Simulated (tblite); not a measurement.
Compound: C₅H₉F₃O.
SMILES with atom numbers: `[CH3:1][CH2:2][O:3][CH2:4][CH2:5][C:6]([F:7])([F:8])[F:9]` (hydrogens: H10, H11, H12 on C1; H13, H14 on C2; H15, H16 on C4; H17, H18 on C5)

Computed with GFN2-xTB (tblite), gas phase: Langevin dynamics at 300 K from the optimised GFN2-xTB geometry, time step 0.5 fs, friction 0.01 fs⁻¹, 2000 steps. Over the second half of the run the saved frames average 298 K.

The optimised geometry, where the run starts:
```
atom  x, y, z in Å
C1      2.597    0.725   -0.605
C2      1.993   -0.656   -0.361
O3      0.675   -0.802   -0.850
C4     -0.294   -0.065   -0.146
C5     -1.668   -0.527   -0.633
C6     -2.773    0.217    0.081
F7     -2.711    1.543   -0.115
F8     -3.990   -0.171   -0.328
F9     -2.742    0.032    1.410
H10     3.654    0.705   -0.355
H11     2.487    0.999   -1.651
H12     2.113    1.480    0.010
H13     2.566   -1.413   -0.901
H14     2.018   -0.891    0.714
H15    -0.199   -0.244    0.937
H16    -0.184    1.013   -0.331
H17    -1.761   -0.344   -1.704
H18    -1.791   -1.595   -0.448
```

t = 25 fs, T = 208 K, E(pot) 0.311 eV above the start
```
atom  x, y, z in Å  |  force x, y, z in eV/Å
C1      2.624    0.629   -0.512   -0.926   0.526   0.187
C2      1.938   -0.747   -0.353    0.541   0.616   0.344
O3      0.631   -0.710   -0.857    0.419  -0.763  -0.252
C4     -0.318   -0.082   -0.084   -0.887   0.712   0.071
C5     -1.670   -0.534   -0.726    0.334   0.338   2.301
C6     -2.789    0.221    0.026    0.898  -0.576  -0.098
F7     -2.741    1.518   -0.235   -0.048   0.608  -0.049
F8     -4.015   -0.185   -0.288   -0.116  -0.179   0.198
F9     -2.625    0.109    1.383   -0.384  -0.092  -0.786
H10     3.621    0.640   -0.071   -0.187  -0.024  -0.302
H11     2.610    0.968   -1.571    0.296  -0.499   0.691
H12     1.984    1.366    0.029    0.644  -0.396  -0.202
H13     2.441   -1.496   -0.952    0.204  -0.195  -0.114
H14     1.955   -1.069    0.720   -0.075   0.238  -0.559
H15    -0.276   -0.363    1.005    0.065   0.109  -0.766
H16    -0.232    1.025   -0.173   -0.036  -0.272   0.210
H17    -1.631   -0.309   -1.778   -0.286  -0.197  -0.149
H18    -1.706   -1.588   -0.432   -0.457   0.048  -0.726
```

t = 600 fs, T = 311 K, E(pot) 0.669 eV above the start
```
atom  x, y, z in Å  |  force x, y, z in eV/Å
C1      2.759   -0.441    0.502   -0.224   0.745  -1.890
C2      1.359   -1.006    0.533   -0.069  -0.375   0.715
O3      0.817   -1.094   -0.757   -0.401  -0.347   0.055
C4     -0.441   -0.520   -0.862   -0.511   0.339  -0.555
C5     -1.560   -1.142    0.004   -1.480  -0.880  -0.053
C6     -2.658   -0.127    0.365   -0.372   0.593  -1.430
F7     -2.695    0.843   -0.636   -0.505  -0.872   0.737
F8     -3.976   -0.608    0.465    2.184   0.528  -0.070
F9     -2.374    0.557    1.451   -0.243   0.032   0.656
H10     3.034   -0.286    1.484    0.899   0.211   2.042
H11     3.404   -1.191    0.032    0.019   0.586  -0.077
H12     2.815    0.571    0.000   -0.088  -1.289   0.176
H13     1.461   -2.037    0.953   -0.338   0.416  -0.067
H14     0.683   -0.411    1.193    0.550  -0.233  -0.265
H15    -0.374    0.565   -0.591   -0.108  -0.496  -0.519
H16    -0.727   -0.728   -1.908    0.165   0.751   0.206
H17    -2.146   -1.924   -0.552    0.881   0.304   0.428
H18    -1.121   -1.562    0.915   -0.358  -0.011  -0.089
```

t = 650 fs, T = 345 K, E(pot) 0.575 eV above the start
```
atom  x, y, z in Å  |  force x, y, z in eV/Å
C1      2.872   -0.405    0.251    0.533  -0.852   2.026
C2      1.443   -0.861    0.613   -0.427   0.646  -0.642
O3      0.700   -1.306   -0.579    0.982   0.635   1.437
C4     -0.501   -0.622   -0.742   -0.253  -1.622  -0.906
C5     -1.707   -1.274    0.051    1.016   1.032  -0.507
C6     -2.643   -0.152    0.377    0.791   1.500   0.490
F7     -2.803    0.759   -0.611    0.180  -0.288  -0.037
F8     -3.846   -0.522    0.695   -1.139  -0.500   0.552
F9     -2.159    0.615    1.441   -0.361  -0.730  -0.748
H10     3.476    0.006    1.159   -1.328  -0.701  -1.475
H11     3.457   -1.198   -0.199   -0.025  -0.360   0.210
H12     2.774    0.316   -0.490   -0.016   1.552  -1.053
H13     1.416   -1.665    1.349    0.087   0.070   0.051
H14     0.881    0.045    0.961    0.563  -0.752   0.297
H15    -0.440    0.416   -0.457    0.171   0.499  -0.051
H16    -0.637   -0.741   -1.839   -0.524   0.394   0.520
H17    -2.197   -2.010   -0.546   -0.371  -0.466  -0.369
H18    -1.359   -1.724    0.971    0.122  -0.055   0.204
```

t = 700 fs, T = 241 K, E(pot) 0.858 eV above the start
```
atom  x, y, z in Å  |  force x, y, z in eV/Å
C1      2.881   -0.590   -0.072   -1.285   0.443  -2.052
C2      1.556   -0.839    0.659   -0.157  -1.572  -1.877
O3      0.610   -1.439   -0.291   -0.469   0.818   0.118
C4     -0.534   -0.706   -0.836    1.944   1.582   3.063
C5     -1.808   -1.214   -0.158    0.365  -0.025  -0.506
C6     -2.630   -0.046    0.335   -0.329  -1.755   0.748
F7     -2.868    0.885   -0.550   -0.196   0.702  -0.424
F8     -3.784   -0.523    0.814   -1.469  -0.288  -0.516
F9     -2.146    0.475    1.447    1.316   1.185   0.457
H10     3.533   -0.264    0.654    1.553   1.216   1.387
H11     3.398   -1.419   -0.562   -0.779  -0.250   0.105
H12     2.688    0.192   -0.879    0.450  -0.829   1.068
H13     1.702   -1.598    1.440   -0.163   0.209  -0.068
H14     1.225    0.095    1.059   -0.522   0.463   0.283
H15    -0.464    0.419   -0.506    0.298  -1.538  -0.684
H16    -0.447   -0.747   -1.888   -0.299  -0.281  -0.994
H17    -2.389   -1.829   -0.844   -0.155  -0.017   0.158
H18    -1.524   -1.786    0.734   -0.103  -0.062  -0.267
```

t = 850 fs
```
atom  x, y, z in Å
C1      2.733   -0.489   -0.268
C2      1.467   -0.819    0.618
O3      0.504   -1.527   -0.099
C4     -0.434   -0.898   -0.881
C5     -1.891   -1.298   -0.248
C6     -2.561   -0.110    0.310
F7     -2.955    0.857   -0.564
F8     -3.655   -0.354    1.067
F9     -1.733    0.574    1.231
H10     3.473    0.054    0.307
H11     3.112   -1.354   -0.758
H12     2.426    0.144   -1.014
H13     1.713   -1.342    1.496
H14     1.106    0.187    0.882
H15    -0.365    0.221   -0.901
H16    -0.423   -1.308   -1.925
H17    -2.566   -1.844   -0.907
H18    -1.602   -1.951    0.543
```

Task: Estimate the potential energy and the forces of this last frame.

Result: 0.683 eV above the start.

| atom | Fx (eV/Å) | Fy (eV/Å) | Fz (eV/Å) |
| --- | --- | --- | --- |
| C1 | -0.547 | -0.912 | 1.966 |
| C2 | 0.872 | 2.228 | -1.742 |
| O3 | 0.255 | -1.010 | 0.022 |
| C4 | -1.980 | 0.204 | -0.373 |
| C5 | 1.324 | 0.463 | -1.173 |
| C6 | -0.237 | 2.075 | 1.718 |
| F7 | 0.460 | -0.805 | 0.260 |
| F8 | 0.228 | -0.316 | -0.483 |
| F9 | -0.584 | -0.692 | -1.166 |
| H10 | 0.152 | -0.365 | 0.211 |
| H11 | 0.499 | -0.766 | 0.095 |
| H12 | -0.848 | 1.605 | -1.853 |
| H13 | 0.301 | -0.891 | 0.924 |
| H14 | -0.325 | -0.147 | 0.307 |
| H15 | 0.142 | -0.799 | -0.008 |
| H16 | 0.186 | 0.394 | 0.712 |
| H17 | 0.170 | 0.254 | -0.236 |
| H18 | -0.070 | -0.519 | 0.818 |

The bond farthest from its length at the start is C4–C5 (1.638 against 1.529 Å), and half the difference of its two atoms' forces along it is -1.66 eV/Å (positive lengthens). The largest atomic force is 2.96 eV/Å.

What follows is the cost of the whole dynamics run. The run took 7.0 s of wall time on one thread, AMD EPYC 9R45 (x86_64), no GPU, on a shared host, and the process peaked at 0.18 GiB of memory.
